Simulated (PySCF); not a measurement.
## [Lu(H2O)6]3+ at several levels of theory

Computed with PySCF 2.14.0 (density fitting, no spin-orbit coupling) at the geometry relaxed with PBE0:

```xyz
19
[Lu(H2O)6]3+ (singlet; a saddle point, relaxed within its symmetry)
Lu    0.0000    0.0000    0.0000
O     0.0000    0.0000    2.2636
H     0.5546    0.5321    2.8662
H    -0.5546   -0.5321    2.8662
O     0.0000    0.0000   -2.2636
H     0.5546   -0.5321   -2.8662
H    -0.5546    0.5321   -2.8662
O     2.2554    0.0000    0.0000
H     2.8538   -0.5462    0.5462
H     2.8538    0.5462   -0.5462
O     0.0000    2.2636    0.0000
H     0.5546    2.8662    0.5321
H    -0.5546    2.8662   -0.5321
O    -2.2554    0.0000    0.0000
H    -2.8538    0.5462    0.5462
H    -2.8538   -0.5462   -0.5462
O     0.0000   -2.2636    0.0000
H    -0.5546   -2.8662    0.5321
H     0.5546   -2.8662   -0.5321
```

```csv
level,basis,state,HOMO (eV),gap (eV),charge on Lu1 (e),population of f-type functions on Lu1 (core shells left out),dipole about the centre of mass (D),largest force component (eV/Å)
PBE0,"Lu def2-SVP with ECP28, O def2-SVP, H def2-SVP",singlet,-22.75,10.29,1.43,14.06,0.00,0.01
BLYP,the same,singlet,-20.66,7.25,1.15,14.06,0.00,0.49
```

Charges are Mulliken's, which hang on the basis. The relaxation used the grid (50, 194), these runs (75, 302) or, all-electron (x2c bases, spin-free X2C Hamiltonian), (99, 590).

**Question.** What does revPBE with Lu def2-SVP with ECP28, O def2-SVP, H def2-SVP give here?

**Answer.** state singlet, HOMO (eV) -20.76, gap (eV) 7.35, charge on Lu1 (e) 1.28, population of f-type functions on Lu1 (core shells left out) 14.06, dipole about the centre of mass (D) 0.00, largest force component (eV/Å) 0.33. Time: 30 s on 4 threads of Intel(R) Xeon(R) Processor @ 2.70GHz (shared host), from an already converged density.

In the first row's basis the gap widens with exact exchange: 7.2 to 7.3 eV for BLYP, revPBE (none); 10.3 eV for PBE0 (a fixed share).
